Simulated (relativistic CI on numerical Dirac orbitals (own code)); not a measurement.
# How well does a small relativistic CI reproduce In V?

Method of calculation: Dirac-Coulomb-Breit CI, separate exchange-only KLI orbitals for each configuration, model QED (radiative potential, 1s self-energy scaled to tabulated hydrogen-like ionisation energies), valence Slater integrals scaled by 0.85, P86 correlation energy added to each configuration (own radial code, finite nucleus).

Configuration list (outside the closed core [Ar] 3d10): 4s2.4p6.4d9, 4s2.4p6.4d8.5s, 4s2.4p6.4d8.4f, 4s2.4p6.4d8.5p, 4s2.4p5.4d10, 4s2.4p6.4d8.5d, 4s2.4p6.4d8.6s, 4s2.4p6.4d8.6p, 4s2.4p6.4d8.6d, 4s2.4p6.4d7.5s.5p, 4s2.4p6.4d8.7s, 4s2.4p6.4d8.5f, 4s2.4p6.4d8.7p, 4s2.4p6.4d8.5g, 4s2.4p6.4d8.7d, 4s.4p6.4d10, 4s2.4p5.4d9.4f, 4s2.4p6.4d7.4f.5s, 4s2.4p6.4d7.5p.5d, 4s2.4p6.4d7.5s2, 4s2.4p6.4d6.4f.5s2, 4s2.4p6.4d6.5s2.5p, 4s2.4p6.4d6.5s2.5d, 4s2.4p6.4d6.5s2.6s. Double excitations out of closed p, d and f shells are left out; levels of such configurations are missing from the list, as are those of other unlisted configurations, and high levels can miss mixing partners.

```tsv
Configuration	Term (tabulated)	J	Measured (cm⁻¹)	Computed	Error	Purity (%)
4s2.4p6.4d9	2D	5/2	0.0	0	0	100
4s2.4p6.4d9	2D	3/2	7171.8	7007	-165	100
4s2.4p6.4d8.5s	4F	9/2	160428.2	168358	7930	99
4s2.4p6.4d8.5s	4F	7/2	163979.7	171881	7901	85
4s2.4p6.4d8.5s	4F	5/2	167760.8	175544	7783	93
4s2.4p6.4d8.5s	4F	3/2	169230.4	177080	7849	85
4s2.4p6.4d8.5s	2F	7/2	171289.7	179334	8044	84
4s2.4p6.4d8.5s	4P	1/2	180492.8	189570	9077	97
4s2.4p6.4d8.5s	2D	5/2	185622.1	193882	8259	63
4s2.4p6.4d8.5s	2G	9/2	188396.3	196425	8029	99
4s2.4p6.4d8.5s	2G	7/2	188575.1	196592	8017	98
4s2.4p6.4d8.5s	2P †	1/2	188639.6	197908	9268	98
4s2.4p6.4d8.5s	2P †	3/2	188649.1	197621	8972	77
4s2.4p6.4d8.5s	2S	1/2	220693.6	228412	7719	95
4s2.4p6.4d8.5p	4D°	7/2	235384.1	240778	5394	81
4s2.4p6.4d8.5p	4D°	5/2	241510.9	246736	5225	81
4s2.4p6.4d8.5p	4G° †	7/2	243798.3	248378	4580	67
4s2.4p6.4d8.5p	4G° †	11/2	244282.5	248516	4233	98
4s2.4p6.4d8.5p	4G°	5/2	245121.7	249951	4830	61
4s2.4p6.4d8.5p	4F°	9/2	247254.7	251570	4315	71
4s2.4p6.4d8.5p	4D°	1/2	248164.6	253334	5169	88
4s2.4p6.4d8.5p	2F°	7/2	248507.3	252985	4478	59
4s2.4p6.4d8.5p	4P°	1/2	253298.3	259388	6090	85
4s2.4p6.4d8.5p	2H°	9/2	262350.7	267089	4739	93
4s2.4p6.4d8.5p	4D°	1/2	263009.8	268319	5309	85
4s2.4p6.4d8.5p	2P°	3/2	265905.4	270734	4829	62
4s2.4p6.4d8.5p	2P°	3/2	268230.5	273084	4853	59
4s2.4p6.4d8.5p	2H°	11/2	268957.0	273179	4222	98
4s2.4p6.4d8.5p	2D°	3/2	270201.1	275240	5039	72
4s2.4p6.4d8.5p	2S°	1/2	270845.5	276246	5401	66
4s2.4p6.4d8.5p	2F°	5/2	272573.9	277007	4433	77
4s2.4p6.4d8.5p	4S°	3/2	272846.4	278168	5322	88
4s2.4p6.4d8.5p	2G°	7/2	276576.3	281024	4448	88
4s2.4p6.4d8.5p	2G°	9/2	277481.7	281827	4345	93
4s2.4p6.4d8.5p	2P°	3/2	305344.3	309499	4155	95
4s2.4p6.4d8.5d	4D	7/2	349273.3	352526	3252	84
4s2.4p6.4d8.5d	4H	13/2	351397.5	354249	2851	98
```

Measured levels from measured levels as listed in Gamrath, thesis, University of Mons (2023); pairs were made by configuration, J and term (by order where the table uses no LS term), so strongly mixed levels may be paired wrongly.

Mean error by configuration (cm⁻¹): 4s2.4p6.4d9 -165; 4s2.4p6.4d8.5s 8061; 4s2.4p6.4d8.5p 4873; 4s2.4p6.4d8.5d 3052. Over the excited levels the mean absolute error is 5609 cm⁻¹ (36 of the 69 excited levels that our extract of the source holds in range could be paired, and the others can miss by more), and the median relative error of those above 1,000 cm⁻¹ is 2 %. † marks terms whose computed intervals miss the measured ones by more than a factor of 2.5, or configurations far off the rest, from wrong mixing, a near crossing or a doubtful label or measurement; they are left out of the means.
